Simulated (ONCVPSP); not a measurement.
## u(r) = r·R(r): atom against pseudo-atom (copper (Cu))

Columns: radius, all-electron u(r) and pseudo u(r) of the 3p shell (level -72.14 eV) of copper in the configuration [Ne] 3s2 3p6 3d10 4s1; PBE, scalar-relativistic, ONCV scheme, ONCVPSP 4.0.1.

```tsv
r (bohr)	all-electron	pseudo
0.057	-0.3869	0.0264
0.115	-0.6500	0.1050
0.172	-0.5380	0.2276
0.230	-0.2049	0.3883
0.288	0.1912	0.5707
0.345	0.5488	0.7539
0.402	0.8348	0.9231
0.460	1.0422	1.0656
0.518	1.1702	1.1667
0.575	1.2317	1.2221
0.632	1.2438	1.2362
0.690	1.2188	1.2148
0.747	1.1692	1.1676
0.805	1.1025	1.1019
0.862	1.0278	1.0275
0.920	0.9475	0.9472
0.977	0.8680	0.8677
1.035	0.7890	0.7887
1.092	0.7147	0.7145
1.150	0.6436	0.6433
1.208	0.5775	0.5773
1.265	0.5177	0.5175
1.322	0.4630	0.4628
1.380	0.4124	0.4122
1.438	0.3667	0.3665
1.495	0.3262	0.3260
```

(1) How many radial nodes do the two functions have?

(2) At about which radius was the pseudo-wave matched?

(3) Where does each function peak?

(4) Is the pseudo-wave norm-conserving?

## Answers

(1) The all-electron 3p function has n − l − 1 = 1; the pseudo-wave has 0, since the states of the same l below it are removed with the core.

(2) 0.90 bohr, where the columns begin to agree (steps of 0.06 bohr).

(3) Outermost all-electron maximum near 0.63 bohr, pseudo maximum near 0.63 bohr (to the table’s step).

(4) Yes: the ONCV scheme keeps the norm inside the radius equal to the all-electron one, which fixes the energy derivative of the logarithmic derivative at the level.
